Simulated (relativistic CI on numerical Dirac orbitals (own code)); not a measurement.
Method of calculation: Dirac-Coulomb-Breit CI, orbitals from a KLI potential per configuration, a model potential for QED, unscaled Slater integrals (own radial code, finite nucleus).

The strongest absorption lines from the ground level of an ion, among the configurations computed and to levels below about 2210 eV (vacuum wavelength in Å, gf): 5.7193 (0.6), 5.7360 (0.6), 5.7455 (4.1), 5.7505 (2.7), 5.7739 (1.5), 5.9982 (0.47), 6.0748 (0.85), 27.572 (0.76).

Task: Which ion is it?
A. Yb⁴³⁺
B. Pt⁵¹⁺
C. W⁴⁷⁺
D. Dy³⁹⁺

Result: C. W⁴⁷⁺ has 27 electrons and the ground level 3s2.3p6.3d9 2D_5/2; the strongest line goes to 3s2.3p6.3d8.4f 2F°_7/2. The pattern of lines fixes the number of electrons, and along that sequence the line energies rise steadily with the charge (about as its square where n changes within one kind of shell, about linearly where n is kept but much faster in heavy ions where fine structure, which grows about as Z⁴, sets the gap, and irregularly where shells cross), which fixes Z. Configurations outside the model, such as inner-shell arrays, can give stronger lines. At this charge energies of transitions that change n are usually good to better than 1 %, and those within a shell (Δn = 0) to a few per cent.

LS names give the leading component of a level, which can be under half, so a name can repeat, a term be missing and a line seem to break the LS rules.
